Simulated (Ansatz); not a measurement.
Compare A (`C=C1C[SiH](O)O1`) with its isomer B (`[SiH3]C1OC=CO1`).

Program: Ansatz. Geometries: PBE0-D4/def2-TZVP. ΔE: electronic, gas phase. CCSD(T)/CBS adds triple-zeta CCSD(T) − MP2 to the extrapolated MP2 energy (def2 sets, frozen cores). Functionals use def2-TZVPP. B3LYP here is the variant with VWN-RPA as its local correlation; programs differ in this. Each species was taken in one conformer, which may not be the lowest.

A:

```xyz
12

C    -0.5507    1.0436    1.8254
C    -0.3070    0.4627    0.6622
C    -0.0779   -0.9881    0.2807
Si    0.0068   -0.2609   -1.4399
O     1.3806   -0.2990   -2.3144
O    -0.2230    1.1453   -0.5447
H    -0.5988    0.4476    2.7261
H    -0.7057    2.1124    1.8921
H     0.8418   -1.4088    0.6905
H    -0.9099   -1.6492    0.5237
H    -1.0617   -0.5340   -2.4205
H     2.2054   -0.0715   -1.8814
```

B:

Z-matrix (Å, degrees):
```
Si
C 1 1.905
H 1 1.484 2 108.5
H 1 1.484 2 108.5 3 119.0
H 1 1.482 2 108.9 3 -120.5
O 2 1.426 1 110.9 3 179.4
O 2 1.426 1 110.9 3 61.9
H 2 1.107 1 113.4 3 -59.4
C 6 1.378 2 103.4 1 -145.3
C 7 1.378 2 103.4 1 145.3
H 9 1.076 6 117.8 2 -167.6
H 10 1.077 7 117.8 2 167.6
```

(1) Which isomer does CCSD(T)/CBS put lower? Give the gap. (Best estimate.)

(2) Give E(B) − E(A) in kcal/mol with B3LYP-D4, PBE0-D4, B3LYP, PBE-D4, MP2/def2-TZVPP, ωB97M-V, CCSD(T)/def2-TZVPP. (Best estimate.)

Largest T1 diagnostic: 0.014.

Answers

(1) Ansatz gave: A, by 83.8 kcal/mol.

(2) Computed: B3LYP-D4 80.7, PBE0-D4 80.7, B3LYP 80.9, PBE-D4 77.9, MP2/def2-TZVPP 87.0, ωB97M-V 83.1, CCSD(T)/def2-TZVPP 82.2. None reverses the order clearly.

From PBE to PBE0 (25 % exact exchange), in def2-TZVPP and without D4, E(B) − E(A) moves by +2.8 kcal/mol.
